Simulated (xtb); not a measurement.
xtb input (GFN1-xTB):

```bash
xtb mol.xyz --gfn 1 --sp --chrg 0 --uhf 0
```
mol.xyz:
```
18

Si     0.25597722     0.27419803    -0.02783062
C     -0.28473582     1.10918413     1.56168408
C      1.69908262    -0.86754415     0.33272583
C      0.70837479     1.53513780    -1.32572718
O     -1.00379822    -0.58670952    -0.67666101
C     -1.66318505    -1.65307476    -0.02585729
H     -1.14167479     1.76434107     1.39019453
H      0.52422831     1.71757589     1.97387720
H     -0.56649706     0.38097780     2.32590922
H      2.55231379    -0.30326123     0.71749589
H      2.02324091    -1.38926324    -0.57044319
H      1.44222074    -1.62056086     1.08152603
H      1.53919428     2.16079210    -0.99093430
H      1.00704059     1.04722509    -2.25566433
H     -0.13821151     2.18838407    -1.54619063
H     -2.12979584    -1.32862496     0.91062074
H     -2.44570350    -2.02747028    -0.68682061
H     -0.97687044    -2.47742982     0.19639349
```

End of the output:

```
         :::::::::::::::::::::::::::::::::::::::::::::::::::::
         ::                     SUMMARY                     ::
         :::::::::::::::::::::::::::::::::::::::::::::::::::::
         :: total energy             -21.547272037956 Eh    ::
         :: gradient norm              0.036905440922 Eh/a0 ::
         :: HOMO-LUMO gap              7.363503126123 eV    ::
         ::.................................................::
         :: SCC energy               -21.797775019655 Eh    ::
         :: -> electrostatic           0.037139048624 Eh    ::
         :: repulsion energy           0.257372646705 Eh    ::
         :: dispersion energy         -0.006869665006 Eh    ::
         :: halogen bond corr.         0.000000000000 Eh    ::
         :: add. restraining           0.000000000000 Eh    ::
         :: total charge              -0.000000000000 e     ::
         :::::::::::::::::::::::::::::::::::::::::::::::::::::

           -------------------------------------------------
          |                Property Printout                |
           -------------------------------------------------

    * Orbital Energies and Occupations

         #    Occupation            Energy/Eh            Energy/eV
      -------------------------------------------------------------
         1        2.0000           -0.7649195             -20.8145
       ...           ...                  ...                  ...
         7        2.0000           -0.5741198             -15.6226
         8        2.0000           -0.5686903             -15.4748
         9        2.0000           -0.5178804             -14.0922
        10        2.0000           -0.5043391             -13.7238
        11        2.0000           -0.5037095             -13.7066
        12        2.0000           -0.5026230             -13.6771
        13        2.0000           -0.4947682             -13.4633
        14        2.0000           -0.4929939             -13.4150
        15        2.0000           -0.4881484             -13.2832
        16        2.0000           -0.4712535             -12.8235
        17        2.0000           -0.4647961             -12.6477
        18        2.0000           -0.4192802             -11.4092
        19        2.0000           -0.4179461             -11.3729 (HOMO)
        20                         -0.1473424              -4.0094 (LUMO)
        21                         -0.1343124              -3.6548
        22                         -0.1243306              -3.3832
        23                         -0.1186051              -3.2274
        24                         -0.1088763              -2.9627
        25                         -0.0851119              -2.3160
        26                         -0.0778562              -2.1186
        27                         -0.0644227              -1.7530
        28                         -0.0634955              -1.7278
        29                         -0.0406811              -1.1070
        30                         -0.0384807              -1.0471
       ...                                ...                  ...
        53                          1.2045803              32.7783
      -------------------------------------------------------------
                  HL-Gap            0.2706038 Eh            7.3635 eV
             Fermi-level           -0.2826442 Eh           -7.6911 eV

  Mulliken/CM5 charges         n(s)   n(p)   n(d)
     1Si    0.36913  0.19398   1.148  1.623  0.860
     2C    -0.18985 -0.29729   0.999  3.191  0.000
     3C    -0.18985 -0.29729   0.999  3.191  0.000
     4C    -0.17742 -0.28362   0.995  3.183  0.000
     5O    -0.42821 -0.49149   1.645  4.784  0.000
     6C     0.18272  0.06668   0.963  2.854  0.000
     7H     0.04503  0.10029   0.955  0.000  0.000
     8H     0.03676  0.09150   0.963  0.000  0.000
     9H     0.03890  0.09403   0.961  0.000  0.000
    10H     0.03676  0.09150   0.963  0.000  0.000
    11H     0.04503  0.10029   0.955  0.000  0.000
    12H     0.03890  0.09403   0.961  0.000  0.000
    13H     0.03561  0.09048   0.964  0.000  0.000
    14H     0.04782  0.10349   0.952  0.000  0.000
    15H     0.04782  0.10349   0.952  0.000  0.000
    16H     0.01953  0.07919   0.980  0.000  0.000
    17H     0.02181  0.08156   0.978  0.000  0.000
    18H     0.01953  0.07919   0.980  0.000  0.000

Wiberg/Mayer (AO) data.
largest (>0.10) Wiberg bond orders for each atom

 ---------------------------------------------------------------------------
     #   Z sym  total        # sym  WBO       # sym  WBO       # sym  WBO
 ---------------------------------------------------------------------------
     1  14 Si   4.758 --     5 O    1.271     4 C    1.035     3 C    1.018
                             2 C    1.018
     2   6 C    3.949 --     1 Si   1.018     8 H    0.951     9 H    0.947
                             7 H    0.946
     3   6 C    3.949 --     1 Si   1.018    10 H    0.951    12 H    0.947
                            11 H    0.946
     4   6 C    3.954 --     1 Si   1.035    13 H    0.948    14 H    0.944
                            15 H    0.944
     5   8 O    2.294 --     1 Si   1.271     6 C    0.919
     6   6 C    3.915 --    17 H    0.985    16 H    0.985    18 H    0.985
                             5 O    0.919
     7   1 H    1.000 --     2 C    0.946
     8   1 H    1.001 --     2 C    0.951
     9   1 H    1.000 --     2 C    0.947
    10   1 H    1.001 --     3 C    0.951
    11   1 H    1.000 --     3 C    0.946
    12   1 H    1.000 --     3 C    0.947
    13   1 H    1.001 --     4 C    0.948
    14   1 H    0.999 --     4 C    0.944
    15   1 H    0.999 --     4 C    0.944
    16   1 H    1.010 --     6 C    0.985
    17   1 H    1.018 --     6 C    0.985
    18   1 H    1.010 --     6 C    0.985
 ---------------------------------------------------------------------------

Topologies differ in total number of bonds
Writing topology from bond orders to xtbtopo.mol

 dipole moment from electron density (au)
     X       Y       Z
   0.0641  -0.2894   0.5689  total (Debye):    1.630

           -------------------------------------------------
          | TOTAL ENERGY              -21.547272037956 Eh   |
          | GRADIENT NORM               0.036905440922 Eh/α |
          | HOMO-LUMO GAP               7.363503126123 eV   |
           -------------------------------------------------

------------------------------------------------------------------------
Note: The following floating-point exceptions are signalling: IEEE_DENORMAL
normal termination of xtb
------------------------------------------------------------------------
 total:
 SCF:
```
